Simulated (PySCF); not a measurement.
An unknown shows these calculated signals:

$^{1}$H NMR (300 MHz, computed): δ 4.94 (m, 2H), 4.56 (m, 1H), 4.45 (m, 2H), 3.85 (s, 3H), 2.25 (q, 2H), 1.23 (t, 3H).

$^{13}$C{$^{1}$H} NMR (computed): δ 180.7 (C), 90.6 (CH), 78.9 (CH2), 54.9 (CH3), 26.2 (CH2), 12.5 (CH3).

[PySCF 2.14.0 with density-fitted response routines: shielding tensors at PBE0/pcSseg-1 (GIAO); GFN2-xTB structure; relativity neglected; single conformer; averaged over atoms made equivalent by symmetry, fast rotation or ring inversion; gas phase]

Shifts are taken against calculated references (same method and geometry level): $^{1}$H (σref 31.72) and $^{13}$C (σref 186.93) vs TMS.

Q: Which of these does the molecule contain: an aldehyde, a non-aromatic C=C double bond, a Si–CH3 group, a methoxy group, a Si–H bond, an NH or NH2 group?

A: 
- An aldehyde: no.
- A non-aromatic C=C double bond: yes.
- A Si–CH3 group: no.
- A methoxy group: yes (δC 54.9; δH 3.85 (s)).
- A Si–H bond: yes (δH 4.45 (m)).
- An NH or NH2 group: no.

The data belong to `C(=C(\CC)OC)/[SiH2]CF`, C6H13FOSi; they needn't prove each group on their own.

Carbon signals by region: 1 in the far downfield region (above 160 ppm), 3 at 50–100 ppm, 2 below 50 ppm. Above 160 ppm: 180.7, alkene carbon bearing oxygen.

Splittings by $^{19}$F in the carbon and heteronuclear signals aren't shown, as no couplings were computed. Shifts are as computed. Against solution values, carbons near 30 ppm lie about +3 ppm off and those near 130 ppm about +5 ppm. Of 1309 compounds with measured shifts, 239 miss one by over three times the rms of a fit or turn the order of signals round; such compounds aren't used in these exercises. No couplings were computed; multiplicities are counted from neighbouring protons, with m where these are inequivalent, close in shift, in a saturated or five-membered ring or joined by F or P, and br s for small geminal =CH2 splittings.
